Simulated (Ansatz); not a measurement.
The same path of Cl₄H₃HfN (9 atoms, charge 0, multiplicity 1) was run twice with different band settings.

Computed with Ansatz 0.2.0, RKS PBE-D4/def2-SVP.

Relaxed end points:

```xyz
9
Properties=species:S:1:pos:R:3
Hf -0.096 0.015 0.148
Cl 0.496 -0.160 2.441
Cl 2.073 0.047 -0.778
Cl -0.850 2.124 -0.641
Cl -0.915 -1.934 -0.934
N -2.355 -0.019 1.107
H -2.921 -0.792 0.727
H -2.868 0.854 0.911
H -2.337 -0.134 2.131
```

```xyz
9
Properties=species:S:1:pos:R:3
Hf -0.246 0.325 0.076
Cl 0.181 0.957 2.369
Cl 1.664 -1.006 -0.230
Cl -0.059 2.464 -0.877
Cl -1.612 -0.682 -1.642
N -2.189 -0.417 1.227
H -2.282 -1.443 1.173
H -3.050 -0.048 0.795
H -2.179 -0.150 2.223
```

Common settings: movable images 5; climbing image yes; spring 5.0 eV/Å²; optimiser quadratic models (default); start path through a guess of the saddle point; iteration limit 60; end points relaxed.

| run | force threshold |
| --- | --- |
| 1 | 0.03 eV/Å |
| 2 | 0.2 eV/Å |

What does each run give, and how far can it be trusted?

Run 1: converged after 20 iterations, highest image 0.220 eV above the first end. The highest image is an end point: on this band no image between the ends rises above it. A vibrational analysis next to that end finds imaginary modes (66i cm⁻¹), so it isn't a minimum. Inner images lie up to 0.008 eV below the lower end, so the ends aren't the lowest states on this path.
Run 2: converged after 13 iterations, highest image 0.220 eV above the first end. The highest image is an end point: on this band no image between the ends rises above it. Inner images lie up to 0.007 eV below the lower end, so the ends aren't the lowest states on this path.
